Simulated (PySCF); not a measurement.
## Radial density of Ge (germanium, neutral)

UHF, [Ar] 3d10 4s2 4p1 5s1, high-spin 3P determinant (an excited configuration). Computed with PySCF 2.14 in aug-cc-pwCVTZ-PP with ECP10MDF, with scalar relativity through the core potential. This is the valence pseudo-density: the core potential removes the inner electrons and smooths the orbitals near the nucleus.

```json
{"r (bohr)": "0.000946", "4πr²ρ (e/bohr)": "1.044e-05", "4πr²(ρα − ρβ)": "0.0000"}
{"r (bohr)": "0.00159", "4πr²ρ (e/bohr)": "2.936e-05", "4πr²(ρα − ρβ)": "0.0000"}
{"r (bohr)": "0.00268", "4πr²ρ (e/bohr)": "8.164e-05", "4πr²(ρα − ρβ)": "0.0000"}
{"r (bohr)": "0.00450", "4πr²ρ (e/bohr)": "0.0002205", "4πr²(ρα − ρβ)": "0.0000"}
{"r (bohr)": "0.00757", "4πr²ρ (e/bohr)": "0.0005570", "4πr²(ρα − ρβ)": "0.0000"}
{"r (bohr)": "0.0127", "4πr²ρ (e/bohr)": "0.001267", "4πr²(ρα − ρβ)": "0.0000"}
{"r (bohr)": "0.0214", "4πr²ρ (e/bohr)": "0.002681", "4πr²(ρα − ρβ)": "0.0000"}
{"r (bohr)": "0.0360", "4πr²ρ (e/bohr)": "0.006266", "4πr²(ρα − ρβ)": "0.0000"}
{"r (bohr)": "0.0606", "4πr²ρ (e/bohr)": "0.03479", "4πr²(ρα − ρβ)": "0.0000"}
{"r (bohr)": "0.102", "4πr²ρ (e/bohr)": "0.3306", "4πr²(ρα − ρβ)": "-0.0003"}
{"r (bohr)": "0.171", "4πr²ρ (e/bohr)": "2.475", "4πr²(ρα − ρβ)": "-0.0016"}
{"r (bohr)": "0.288", "4πr²ρ (e/bohr)": "12.06", "4πr²(ρα − ρβ)": "0.0138"}
{"r (bohr)": "0.485", "4πr²ρ (e/bohr)": "28.37", "4πr²(ρα − ρβ)": "0.0510"}
{"r (bohr)": "0.816", "4πr²ρ (e/bohr)": "16.64", "4πr²(ρα − ρβ)": "-0.0119"}
{"r (bohr)": "1.37", "4πr²ρ (e/bohr)": "3.588", "4πr²(ρα − ρβ)": "0.2674"}
{"r (bohr)": "2.31", "4πr²ρ (e/bohr)": "1.417", "4πr²(ρα − ρβ)": "0.4470"}
{"r (bohr)": "3.88", "4πr²ρ (e/bohr)": "0.3236", "4πr²(ρα − ρβ)": "0.2227"}
{"r (bohr)": "6.53", "4πr²ρ (e/bohr)": "0.2196", "4πr²(ρα − ρβ)": "0.2188"}
{"r (bohr)": "11.0", "4πr²ρ (e/bohr)": "0.01346", "4πr²(ρα − ρβ)": "0.0135"}
```

Energies and moments cover only the electrons outside the core potential. The outer electron is Rydberg-like, and this basis confines it to a smaller radius and binds it less than a complete one would.

Q: Where is the radial spin density 4πr²(ρα − ρβ) most negative, and why is it negative at all?

A: Around r = 0.816 bohr, down to -0.0119 e/bohr: exchange with the open shell polarises the paired shells in an unrestricted calculation.
